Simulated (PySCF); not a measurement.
**Question.** What does the BHandHLYP/cc-pVDZ structure of `[SiH3]C1=CBC=C1` look like in three dimensions?

**Answer.** 
```
atom  x, y, z in Å
Si1    2.224    0.034   -0.141
C2     0.354   -0.120   -0.113
C3    -0.346   -1.244    0.115
B4    -1.883   -0.867    0.029
C5    -1.888    0.674   -0.275
C6    -0.604    1.040   -0.348
H7     2.673    1.010    0.889
H8     2.680    0.532   -1.467
H9     2.825   -1.296    0.130
H10    0.120   -2.203    0.309
H11   -2.821   -1.597    0.157
H12   -2.714    1.361   -0.415
H13   -0.239    2.044   -0.551
```

Orientation and origin are arbitrary. Atoms count from 1 in this order. B4 (ring boron) is planar (angles 128.1°, 127.6° and 104.3°, sum 360.0°, 0.00 Å off the plane of its three neighbours). The 6 heavy atoms lie in one plane (0.002 Å rms). The 3 C–C bonds span 1.337 Å (C5=C6, drawn double) to 1.523 Å (C2–C6, drawn single), a spread of 0.186 Å. The 5-membered ring C2–C3–B4–C5–C6 has internal angles of 104.3° to 112.8°; it is planar, 0.00 Å rms from its mean plane, widest ring torsion 1°.

Bonds between heavy atoms (Å): Si1–C2 1.877, C2=C3 1.344, C3–B4 1.585, B4–C5 1.571, C5=C6 1.337, C2–C6 1.523.

Method: PySCF, BHandHLYP/cc-pVDZ geometry optimisation, gas phase.

Point group: Cs (every atom within 0.08 Å of its image). No BHandHLYP/cc-pVDZ frequencies stand behind this structure, so it isn't proved a minimum.
